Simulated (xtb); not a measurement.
Al(Cl)(Br)(OH) (AlBrClHO), SMILES [OH][Al]([Cl])[Br]. All values are semi-empirical tight-binding results from xtb (GFN2-xTB unless named), good for trends rather than for accurate numbers. The structure is a stationary point at GFN2-xTB. The values are those of a single conformer.

Optimised geometry:

Bonded distances (Å): Al1–Cl2 2.021, Al1–Br3 2.248, Al1–O4 1.636, O4–H5 0.945. Bond angles (°): Cl2–Al1–Br3 121.5, Cl2–Al1–O4 122.7, Br3–Al1–O4 115.8, Al1–O4–H5 174.8.

For metal compounds this method's bond lengths and energies can be far off.

Task: Estimate the properties. (An estimate is asked for; the answer gives what the named calculation found.)

Result: 
point group as xtb finds it: Cs
orbital gap: 4.32 eV
zero-point energy: 9.9 kcal/mol
G − E(el) at 298.15 K (modified RRHO): -9.9 kcal/mol

Task: Give the atomic charges and the Wiberg bond orders between heavy atoms. (The exact figures need the calculation; the answer reports its results.)

Result: charges (e) Al1 0.42, Cl2 -0.14, Br3 -0.15, O4 -0.46, H5 0.33. Bond orders Al1–Cl2 1.33, Al1–Br3 1.23, Al1–O4 1.38.
